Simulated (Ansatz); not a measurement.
`[ZnH][O][GeH3]` + `[SiH3][SiH2]Cl` → `Cl[SiH2][ZnH]` + `[SiH3][O][GeH3]`  (redistribution)

Isolated molecules relaxed with PBE0-D4/def2-TZVP in Ansatz; ΔE leaves out vibrations. CCSD(T)/CBS is the MP2 limit (def2-TZVPP, def2-QZVPP) plus CCSD(T) − MP2 in def2-TZVPP, frozen cores. DFT in def2-TZVPP. For Ge, Zn outer-core shells are correlated without core-valence functions, which leaves a few kJ/mol of doubt a bond. Scalar relativity is left out up to krypton.

`[ZnH][O][GeH3]`:

Cartesian coordinates in Å:
```
Zn -0.136 1.779 1.148
O -0.370 0.084 0.716
Ge 0.036 -1.027 -0.584
H 0.024 3.218 1.581
H 0.527 -0.250 -1.827
H 1.150 -1.976 -0.098
H -1.231 -1.829 -0.937
```

`[SiH3][SiH2]Cl`:

```xyz
8

Si   -1.032    0.340    0.522
Si    0.994   -0.410   -0.372
Cl    1.308    0.534   -2.181
H    -1.278   -0.327    1.829
H    -2.140    0.011   -0.412
H    -0.974    1.811    0.724
H     2.142   -0.086    0.512
H     0.979   -1.873   -0.622
```

`Cl[SiH2][ZnH]`:

```xyz
6

Cl   -1.167   -0.653   -1.897
Si    0.373   -0.013   -0.650
Zn   -0.482    0.147    1.571
H     1.478   -0.997   -0.814
H     0.861    1.274   -1.218
H    -1.063    0.242    3.008
```

`[SiH3][O][GeH3]`:

Cartesian coordinates in Å:
```
Si -0.568 1.159 -0.861
O -0.277 0.365 0.535
Ge 0.549 -1.147 0.964
H 0.704 1.533 -1.540
H -1.335 2.389 -0.543
H -1.356 0.315 -1.802
H 0.418 -1.269 2.485
H 2.019 -1.037 0.526
H -0.153 -2.306 0.236
```

```tsv
level	ΔE (kJ/mol)
revPBE	-45.9
CCSD(T)/def2-TZVPP	-51.2
```

Task: What does CCSD(T)/CBS give? (Estimate.)

Result: Ansatz gave: -51.9 kJ/mol. The listed levels differ from it by 6.0, 0.7 kJ/mol.

Largest T1 diagnostic among the species: 0.016.

From BLYP to BHLYP (50 % exact exchange), in def2-TZVPP and without D4, ΔE moves by −13.6 kJ/mol. In def2-TZVPP, CCSD(T) changes the Hartree–Fock value by +22.8 kJ/mol (the triples alone add +3.5 kJ/mol) and MP2 by +23.5 kJ/mol.
